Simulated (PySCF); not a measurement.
Isomers of C6H14N2Si2.

All values: wB97X-D/def2-SVPD (PySCF) at PBE0-D3(BJ)/def2-SVP geometries, gas phase, one conformer each. Core orbitals are frozen in the response; Δα² is half the sum of the squared differences of the principal polarisabilities.

(1) Rank by HOMO energy, lowest first.
A. `[CH:1]#[C:2][CH2:3][NH:4][Si@@:5]1([CH3:6])[CH2:7][CH2:8][SiH2:9][NH:10]1` with C2–C3–N4–Si5 -73°, C3–N4–Si5–C6 -36°, N4–Si5–C7–C8 144°, Si5–C7–C8–Si9 -37°, C7–C8–Si9–N10 29°, C8–Si9–N10–Si5 -10°
B. `[CH3:1][N:2]([CH3:3])[Si@H:4]1[CH:5]=[CH:6][Si@H:7]([NH2:8])[CH:9]=[CH:10]1` with C1–N2–Si4–C5 -68°, C6–Si7–N8–H 156° and -62°
C. `[N:1]#[C:2][C@@H:3]1[CH2:4][CH2:5][N:6]([SiH2:7][CH2:8][SiH3:9])[CH2:10]1` with C5–N6–Si7–C8 86°, N6–Si7–C8–Si9 180°, C2–C3–C4–C5 -83°, C3–C4–C5–N6 -18°, C4–C5–N6–Si7 169°, C5–N6–C10–C3 31°
D. `[CH:1]#[C:2][C:3](=[CH2:4])[N:5]([SiH3:6])[SiH2:7][N:8]([CH3:9])[CH3:10]` with C2–C3–N5–Si6 -21°, C3–N5–Si7–N8 -50°, N5–Si7–N8–C9 113°
E. `[CH3:1][Si@@H:2]([SiH2:3][NH2:4])[C@H:5]1[CH2:6][C@H:7]([C:8]#[N:9])[CH2:10]1` with C1–Si2–Si3–N4 -166°, Si2–Si3–N4–H -168° and 56°, C1–Si2–C5–C6 76°, Si2–C5–C6–C7 98°, C5–C6–C7–C8 141°, C6–C7–C10–C5 -18°, Si2–C5–C10–C7 -98°
F. `[N:1]#[C:2][SiH2:3][NH:4][SiH2:5][CH:6]1[CH2:7][CH2:8][CH2:9][CH2:10]1` with C2–Si3–N4–Si5 -86°, Si3–N4–Si5–C6 49°, N4–Si5–C6–C7 64°, Si5–C6–C7–C8 83°, C6–C7–C8–C9 28°, C7–C8–C9–C10 -5°, C8–C9–C10–C6 -20°

(2) Rank by polarisability anisotropy Δα, highest first.
A. `[CH3:1][Si@@H:2]([SiH2:3][NH2:4])[C@H:5]1[CH2:6][C@@H:7]([C:8]#[N:9])[CH2:10]1` with C1–Si2–Si3–N4 179°, Si2–Si3–N4–H -168° and 56°, C1–Si2–C5–C6 -52°
B. `[CH:1]#[C:2][C:3](=[CH2:4])[N:5]([SiH3:6])[SiH2:7][N:8]([CH3:9])[CH3:10]` with C2–C3–N5–Si6 -21°, C3–N5–Si7–N8 -50°, N5–Si7–N8–C9 113°
C. `[CH3:1][Si@@H:2]([SiH2:3][NH2:4])[C@H:5]1[CH2:6][C@H:7]([C:8]#[N:9])[CH2:10]1` with C1–Si2–Si3–N4 -166°, Si2–Si3–N4–H -168° and 56°, C1–Si2–C5–C6 76°, Si2–C5–C6–C7 98°, C5–C6–C7–C8 141°, C6–C7–C10–C5 -18°, Si2–C5–C10–C7 -98°
D. `[CH3:1][n:2]1[cH:3][cH:4][c:5]([C@H:6]([SiH3:7])[NH:8][SiH3:9])[cH:10]1` with C4–C5–C6–Si7 -65°, C5–C6–N8–Si9 -85°
E. `[CH:1]#[C:2][CH2:3][NH:4][Si@@:5]1([CH3:6])[CH2:7][CH2:8][SiH2:9][NH:10]1` with C2–C3–N4–Si5 -73°, C3–N4–Si5–C6 -36°, N4–Si5–C7–C8 144°, Si5–C7–C8–Si9 -37°, C7–C8–Si9–N10 29°, C8–Si9–N10–Si5 -10°
F. `[N:1]#[C:2][C@@H:3]1[CH2:4][CH2:5][N:6]([SiH2:7][CH2:8][SiH3:9])[CH2:10]1` with C5–N6–Si7–C8 86°, N6–Si7–C8–Si9 180°, C2–C3–C4–C5 -83°, C3–C4–C5–N6 -18°, C4–C5–N6–Si7 169°, C5–N6–C10–C3 31°

(3) Rank by mean static polarisability, highest first.
A. `[CH3:1][Si@@H:2]([SiH2:3][NH2:4])[C@H:5]1[CH2:6][C@@H:7]([C:8]#[N:9])[CH2:10]1` with C1–Si2–Si3–N4 179°, Si2–Si3–N4–H -168° and 56°, C1–Si2–C5–C6 -52°
B. `[CH:1]#[C:2][C:3](=[CH2:4])[N:5]([SiH3:6])[SiH2:7][N:8]([CH3:9])[CH3:10]` with C2–C3–N5–Si6 -21°, C3–N5–Si7–N8 -50°, N5–Si7–N8–C9 113°
C. `[N:1]#[C:2][SiH2:3][NH:4][SiH2:5][CH:6]1[CH2:7][CH2:8][CH2:9][CH2:10]1` with C2–Si3–N4–Si5 -86°, Si3–N4–Si5–C6 49°, N4–Si5–C6–C7 64°, Si5–C6–C7–C8 83°, C6–C7–C8–C9 28°, C7–C8–C9–C10 -5°, C8–C9–C10–C6 -20°
D. `[CH3:1][SiH2:2][NH:3][SiH2:4][C@@H:5]1[CH2:6][CH2:7][C@H:8]1[C:9]#[N:10]` with C1–Si2–N3–Si4 128°, Si2–N3–Si4–C5 -81°, N3–Si4–C5–C6 170°, Si4–C5–C6–C7 -140°, C5–C6–C7–C8 19°, C6–C7–C8–C9 -140°, Si4–C5–C8–C7 144°
E. `[CH3:1][N:2]([CH3:3])[Si@H:4]1[CH:5]=[CH:6][Si@H:7]([NH2:8])[CH:9]=[CH:10]1` with C1–N2–Si4–C5 -68°, C6–Si7–N8–H 156° and -62°

## Answers

(1) F (-9.57 eV), E (-9.20 eV), A (-8.62 eV), C (-8.45 eV), D (-8.16 eV), B (-7.97 eV).

(2) C (7.25 Å³), D (6.47 Å³), B (6.21 Å³), F (5.77 Å³), E (5.03 Å³), A (4.75 Å³).

(3) B (20.71 Å³), E (20.29 Å³), A (19.79 Å³), D (19.27 Å³), C (18.78 Å³).

All values together:

```tsv
SMILES	μ (D)	HOMO (eV)	LUMO (eV)	α (Å³)	Δα (Å³)	ΔSCF removal energy (eV)
C[SiH2]N[SiH2][C@@H]1CC[C@@H]1C#N	3.74	-9.05	1.88	19.18	4.45	9.03
C[SiH2]N[SiH2][C@@H]1CC[C@H]1C#N	3.08	-9.10	1.77	19.27	5.45	9.10
C#CCN[Si@@]1(C)CC[SiH2]N1	0.72	-8.62	1.93	19.35	5.03	8.58
C#CC(=C)N([SiH3])[SiH2]N(C)C	1.04	-8.16	0.89	20.71	6.21	8.05
N#C[SiH2]N[SiH2]C1CCCC1	3.10	-9.57	0.95	18.78	3.93	9.56
C[Si@@H]([SiH2]N)[C@H]1C[C@H](C#N)C1	4.86	-9.20	1.34	20.21	7.25	9.27
CN(C)[Si@H]1C=C[Si@H](N)C=C1	0.56	-7.97	0.68	20.29	8.93	7.91
Cn1ccc([C@H]([SiH3])N[SiH3])c1	2.89	-7.82	1.89	20.91	6.47	7.76
CN(C)[Si@H]1C=C[Si@@H](N)C=C1	1.64	-8.00	0.69	20.27	8.79	7.94
C[Si@@H]([SiH2]N)[C@H]1C[C@@H](C#N)C1	4.64	-9.11	1.47	19.79	4.75	9.18
C=N[C@@H]1[C@H]2C[C@]1(N([SiH3])[SiH3])C2	1.38	-8.62	1.27	19.79	1.52	8.48
N#C[C@@H]1CCN([SiH2]C[SiH3])C1	4.87	-8.45	1.72	19.69	5.77	8.36
```

Conformers: `[CH3:1][SiH2:2][NH:3][SiH2:4][C@@H:5]1[CH2:6][CH2:7][C@@H:8]1[C:9]#[N:10]` with C1–Si2–N3–Si4 -110°, Si2–N3–Si4–C5 99°, N3–Si4–C5–C6 165°, Si4–C5–C6–C7 -101°, C5–C6–C7–C8 -17°, C6–C7–C8–C9 139°, Si4–C5–C8–C7 98°; `[CH3:1][SiH2:2][NH:3][SiH2:4][C@@H:5]1[CH2:6][CH2:7][C@H:8]1[C:9]#[N:10]` with C1–Si2–N3–Si4 128°, Si2–N3–Si4–C5 -81°, N3–Si4–C5–C6 170°, Si4–C5–C6–C7 -140°, C5–C6–C7–C8 19°, C6–C7–C8–C9 -140°, Si4–C5–C8–C7 144°; `[CH:1]#[C:2][CH2:3][NH:4][Si@@:5]1([CH3:6])[CH2:7][CH2:8][SiH2:9][NH:10]1` with C2–C3–N4–Si5 -73°, C3–N4–Si5–C6 -36°, N4–Si5–C7–C8 144°, Si5–C7–C8–Si9 -37°, C7–C8–Si9–N10 29°, C8–Si9–N10–Si5 -10°; `[CH:1]#[C:2][C:3](=[CH2:4])[N:5]([SiH3:6])[SiH2:7][N:8]([CH3:9])[CH3:10]` with C2–C3–N5–Si6 -21°, C3–N5–Si7–N8 -50°, N5–Si7–N8–C9 113°; `[N:1]#[C:2][SiH2:3][NH:4][SiH2:5][CH:6]1[CH2:7][CH2:8][CH2:9][CH2:10]1` with C2–Si3–N4–Si5 -86°, Si3–N4–Si5–C6 49°, N4–Si5–C6–C7 64°, Si5–C6–C7–C8 83°, C6–C7–C8–C9 28°, C7–C8–C9–C10 -5°, C8–C9–C10–C6 -20°; `[CH3:1][Si@@H:2]([SiH2:3][NH2:4])[C@H:5]1[CH2:6][C@H:7]([C:8]#[N:9])[CH2:10]1` with C1–Si2–Si3–N4 -166°, Si2–Si3–N4–H -168° and 56°, C1–Si2–C5–C6 76°, Si2–C5–C6–C7 98°, C5–C6–C7–C8 141°, C6–C7–C10–C5 -18°, Si2–C5–C10–C7 -98°; `[CH3:1][N:2]([CH3:3])[Si@H:4]1[CH:5]=[CH:6][Si@H:7]([NH2:8])[CH:9]=[CH:10]1` with C1–N2–Si4–C5 -68°, C6–Si7–N8–H 156° and -62°; `[CH3:1][n:2]1[cH:3][cH:4][c:5]([C@H:6]([SiH3:7])[NH:8][SiH3:9])[cH:10]1` with C4–C5–C6–Si7 -65°, C5–C6–N8–Si9 -85°; `[CH3:1][N:2]([CH3:3])[Si@H:4]1[CH:5]=[CH:6][Si@@H:7]([NH2:8])[CH:9]=[CH:10]1` with C1–N2–Si4–C5 143°, C6–Si7–N8–H -152° and 65°; `[CH3:1][Si@@H:2]([SiH2:3][NH2:4])[C@H:5]1[CH2:6][C@@H:7]([C:8]#[N:9])[CH2:10]1` with C1–Si2–Si3–N4 179°, Si2–Si3–N4–H -168° and 56°, C1–Si2–C5–C6 -52°; `[CH2:1]=[N:2][C@@H:3]1[C@H:4]2[CH2:5][C@:6]1([N:7]([SiH3:8])[SiH3:9])[CH2:10]2` with C1–N2–C3–C4 -146°, C5–C6–N7–Si8 -149°; `[N:1]#[C:2][C@@H:3]1[CH2:4][CH2:5][N:6]([SiH2:7][CH2:8][SiH3:9])[CH2:10]1` with C5–N6–Si7–C8 86°, N6–Si7–C8–Si9 180°, C2–C3–C4–C5 -83°, C3–C4–C5–N6 -18°, C4–C5–N6–Si7 169°, C5–N6–C10–C3 31°.

Q: By how much does the ΔSCF value exceed −ε(HOMO) over the species that have both?

A: By -0.14 to 0.08 eV, -0.04 eV on average, over 12 species.
